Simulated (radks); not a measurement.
Results of a calculation; reference values are marked as such.
Question: The germanium ion Ge13+ is in [Ar] 3d1. Level of theory: scalar-relativistic Kohn-Sham, r2SCAN, spin-polarised, spherical densities, finite nucleus; meta-GGA in the generalised Kohn-Sham scheme; Fermi nuclear charge, rms radius of each element as measured or else 0.836 A^(1/3) + 0.57 fm (a radial shooting solver on a logarithmic mesh with Libxc functionals). Open shells are filled with parallel spins first. One electron is removed from 3s, 3d, 3p, 2p in turn, with full relaxation. Which removal costs least, and what does each cost?

Answer: 3d 406.48 eV; 3p 488.58 eV; 3s 545.06 eV; 2p 1674.2 eV. The 3d electron leaves first.
